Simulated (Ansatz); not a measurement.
Start from `CCB(F)S` and change one atom or group to get `OCB(F)S`.

Ansatz, PBE0-D4/def2-TZVP geometries, multiplicity 1. Each molecule was computed in one conformer, which needn't be the lowest.

```csv
property,`CCB(F)S`
HOMO–LUMO gap (PBE/def2-TZVPP) / eV,5.62
size of the dipole moment (B3LYP/def2-TZVPP) / D,0.45
HOMO–LUMO gap (PBE0/def2-TZVPP) / eV,7.82
LUMO energy (PBE0/def2-TZVPP) / eV,-0.21
LUMO energy (PBE/def2-TZVPP) / eV,-1.19
HOMO energy (ωB97M-V/def2-TZVPP) / eV,-10.22
```

(1) Give the same properties after the change, and the shifts. (An estimate is asked.)

Answers

(1) Computed: 
```tsv
property	`OCB(F)S`	shift
HOMO–LUMO gap (PBE/def2-TZVPP) / eV	4.87	-0.75
size of the dipole moment (B3LYP/def2-TZVPP) / D	1.44	0.99
HOMO–LUMO gap (PBE0/def2-TZVPP) / eV	7.47	-0.35
LUMO energy (PBE0/def2-TZVPP) / eV	-0.45	-0.24
LUMO energy (PBE/def2-TZVPP) / eV	-1.43	-0.24
HOMO energy (ωB97M-V/def2-TZVPP) / eV	-10.24	-0.02
```

With PBE0 the HOMO rises by 0.11 eV and the LUMO falls by 0.24 eV, so the gap narrows by about 0.35 eV. PBE moves the HOMO by 0.50 eV and ωB97M-V by -0.02 eV. The zero-point energy changes by -62.2 kJ/mol with -6 modes. Dipoles are sizes alone; their direction can turn.

B3LYP here is the variant with VWN-RPA as its local correlation; programs differ in this.
